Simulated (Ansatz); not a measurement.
**Relative stability**

The two ends of one reaction step of Si$_{2}$H$_{8}$Cl$_{2}$O$_{3}$, closed shell (PBE0-D4/def2-TZVP).

A:

```
15
angstrom
Si -1.3417 1.5230 -0.5354
Si 1.5996 -2.1916 -0.7390
Cl -1.4514 -0.1456 -1.6983
Cl -2.7401 1.2807 0.9547
O -1.7227 2.7676 -1.4946
H 0.4917 -0.9087 1.8137
O 0.1059 1.7344 0.1265
H 0.7249 -2.3515 0.4596
O 0.3587 -0.0261 2.1769
H 2.8268 -2.9966 -0.5174
H 0.8681 -2.6912 -1.9261
H 1.9484 -0.7600 -0.8927
H -1.4732 3.6424 -1.1890
H 0.3244 1.1580 0.8903
H -0.5192 -0.0348 2.5707
```

B:

```
15
angstrom
Si -1.1069 0.0331 -1.2840
Si 0.7657 -1.3281 -1.5858
Cl -2.2639 0.0491 -2.9654
Cl -2.2539 -0.9045 0.1957
O -0.8110 1.5567 -0.8782
H 0.6739 1.1413 1.7297
O 0.8891 1.8753 1.1176
H -0.7290 -0.5987 2.0084
O 0.0472 -0.3096 2.5079
H 1.4970 -1.4228 -0.2927
H 0.3280 -2.6872 -1.9949
H 1.6657 -0.7534 -2.6176
H -0.1678 1.7435 -0.1458
H 0.8492 2.6851 1.6303
H 0.6168 -1.0797 2.5747
```

Program: Ansatz 0.2.0. Basis: def2-TZVPP. Cores are frozen in the correlated methods. B3LYP uses VWN-RPA correlation.

(1) Which structure is lower at CCSD(T), and by how much? (Judge from chemistry; the value comes from the calculation.)

No T1 diagnostic of these runs exceeds 0.011.

## Answers

(1) By the calculation: A, by 86.2 kJ/mol (electronic energy, against the other). By their contacts, A is a complex of SiH₂Cl₂O₂ ([OH][Si]([OH])([Cl])[Cl]) + SiH₄ + H₂O and B is a complex of Si₂H₄Cl₂O ([OH][Si]([SiH3])([Cl])[Cl]) + H₂O + H₂O.

All methods give the same order:

```csv
method,E(B) − E(A) (kJ/mol)
SPW92,49.2
PBE-D4,55.3
BLYP-D4,71.6
r2SCAN-D4,79.2
B97M-V,87.0
PBE0-D4,66.4
B3LYP-D4,78.9
r2SCAN0-D4,83.5
BHLYP-D4,90.6
CAM-B3LYP-D4,86.0
wB97X-V,83.5
wB97M-V,88.5
B2PLYP,86.0
PBE-QIDH,80.4
RPA on PBE,88.3
HF,119.2
MP2,89.0
CCSD,91.7
CCSD(T),86.2
```

Labels in which every atom is bracketed show which atoms are joined, not bond orders.

For scale, one of the runs: CCSD(T)/def2-TZVPP, 373 basis functions, launched by `ansatz run in.yaml --threads 4 --pin off --events-out ev --progress --plain --max-ram 66560MiB --backend cuda --devices 0, --max-vram 37GiB`. The run took 25 s on 4 CPU threads of an AMD EPYC 7R13 and a share of one NVIDIA H100 (shared host), with 0.85 GiB of host memory at its peak.
